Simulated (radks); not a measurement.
Problem. These are the eigenvalues of the occupied orbitals of an atom or ion with whole-number occupations (hartree). Calculated with a radial shooting solver on a logarithmic mesh with Libxc functionals: Dirac Kohn-Sham, PBE, spin-unpolarised, spherical densities, finite nucleus; Fermi nuclear charge, rms radius of each element as measured or else 0.836 A^(1/3) + 0.57 fm.

1s1/2: -123.5977

Which element is it, and in what charge state? The configuration may be excited. Open shells, if any, fill j = l - 1/2 first.

Solution. Z = 16, sulfur, charge +15: S15+ in 1s1. The 1s level, -123.6 hartree, gives Z - s = 15.7 by -(Z - s)^2/2, which with screening and relativity narrows Z to a few neighbours, and the depths must fix Z and the occupations together.
